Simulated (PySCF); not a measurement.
# Polarisability and C₆ of Cs (caesium, neutral)

[Xe] 6s1, 2S determinant. All numbers are calculated (PySCF 2.14, scalar relativity by spin-free X2C-1e, in aug-cc-pwCVTZ-X2C). Coupled (time-dependent) response in atomic units; α is the mean over directions.

```json
{"method": "UHF", "mean α (bohr³)": "661.9", "C₆ (like pair)": "14030", "S(−4)": "391500"}
{"method": "PBE", "mean α (bohr³)": "471.1", "C₆ (like pair)": "8611", "S(−4)": "197000"}
{"method": "PBE0", "mean α (bohr³)": "523.8", "C₆ (like pair)": "10020", "S(−4)": "243700"}
```

S(−4) is the Cauchy moment in α(ω) = α(0) + S(−4) ω² + …

Reference α: 400.9 ± 0.7 bohr³ (recommended; Schwerdtfeger and Nagle, table of static dipole polarizabilities (2023 update)). Published C₆: 6660 (Gould and Bucko (2016)).

Hartree-Fock lies above the reference because it lacks correlation, which contracts the outer shell.

α(iu) at UHF:

```tsv
u (hartree)	α(iu) (bohr³)
0	661.9
0.0500	272.8
0.100	107.1
0.200	40.10
0.300	24.79
0.500	14.54
0.750	9.289
1.00	6.479
1.50	3.671
2.00	2.383
3.00	1.273
5.00	0.5613
```

A single London oscillator, α(iu) = α/(1 + u²/ω²), gives C₆ = (3/4) ω α². Matching the computed C₆ needs ω = 4 × 14030 / (3 × 661.9²) = 0.0427 hartree.

Spin-orbit coupling, which splits the p, d and f shells strongly at this Z, is absent.
